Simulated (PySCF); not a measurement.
C₆H₇N.
Numbering: `[N:1]#[C:2][CH:3]=[C:4]1[CH2:5][CH2:6][CH2:7]1` (hydrogens: H8 on C3; H9, H10 on C5; H11, H12 on C6; H13, H14 on C7)

Cartesian coordinates in Å at the PBE0-D3(BJ)/def2-SVP level; atoms count from 1:
```
atom  x, y, z in Å
N1     3.3301    0.5384   -1.4997
C2     2.5371    0.1232   -0.7606
C3     1.5612   -0.3860    0.1428
C4     0.2688   -0.0432    0.0424
C5    -0.4948    0.8587   -0.8911
C6    -1.7897    0.5105   -0.1144
C7    -0.9664   -0.4054    0.8267
H8     1.9062   -1.0723    0.9219
H9    -0.1792    1.9137   -0.8533
H10   -0.4674    0.5445   -1.9468
H11   -2.5486   -0.0154   -0.7095
H12   -2.2699    1.3641    0.3829
H13   -1.2266   -1.4757    0.7963
H14   -0.9362   -0.0978    1.8845
```

Level of theory: core-valence-separated Tamm–Dancoff BHandHLYP/aug-pcX-1 (pcseg-1 on H) in PySCF, non-relativistic, gas phase, PBE0-D3(BJ)/def2-SVP geometry.

Computed carbon K-edge spectrum, Gaussian lines of 0.8 eV full width, highest printed point 100; it ends one width below the last computed root. BHandHLYP without relativity tends to put these K edges a few eV too low, so spacings mean more than positions.

(photon energy (eV), absorption): (281.3, 0), (281.4, 1), (281.5, 2), (281.6, 4), (281.7, 7), (281.8, 11), (281.9, 18), (282.0, 25), (282.1, 33), (282.2, 39), (282.3, 44), (282.4, 45), (282.5, 43), (282.6, 39), (282.7, 35), (282.8, 33), (282.9, 32), (283.0, 33), (283.1, 35), (283.2, 39), (283.3, 43), (283.4, 48), (283.5, 54), (283.6, 60), (283.7, 66), (283.8, 69), (283.9, 69), (284.0, 66), (284.1, 58), (284.2, 49), (284.3, 38), (284.4, 28), (284.5, 19), (284.6, 13), (284.7, 9), (284.8, 6), (284.9, 5), (285.0, 5), (285.1, 6), (285.2, 7), (285.3, 9), (285.4, 11), (285.5, 14), (285.6, 18), (285.7, 23), (285.8, 28), (285.9, 35), (286.0, 42), (286.1, 50), (286.2, 61), (286.3, 72), (286.4, 83), (286.5, 93), (286.6, 99), (286.7, 100), (286.8, 96), (286.9, 89)

Problem. Where are the maxima, and which lines make them up?

Solution. 3 maxima:
- 282.4 eV: C4 (fully substituted alkene carbon), 282.36 eV, f = 0.067, 1s→π*, 96 % of the height at the exact maximum
- 283.9 eV: C2 (nitrile carbon), 284.01 eV, f = 0.065, 55 % of the height at the exact maximum; C2 (nitrile carbon), 283.74 eV, f = 0.046, 1s→π*, 40 % of the height at the exact maximum
- 286.7 eV: C6 (four-membered-ring carbon), 286.56 eV, f = 0.037, sum of 2, 23 % of the height at the exact maximum; C5 (allylic carbon), 286.75 eV, f = 0.035, 22 % of the height at the exact maximum; C7 (allylic carbon), 286.74 eV, f = 0.024, 15 % of the height at the exact maximum

Further lines of some strength in the range: C3, 283.19 eV, f = 0.040; C6, 285.30 eV, f = 0.005; C6, 285.80 eV, f = 0.011; C7, 285.95 eV, f = 0.013; C5, 286.05 eV, f = 0.012.

Roots within 0.03 eV on the same or equivalent atoms count as one line; shares under 12 % aren't listed.

Vibrational structure and lifetime widths aren't in the curve. The ionisation threshold wasn't computed; near and above it a finite basis only mimics Rydberg series and continuum.
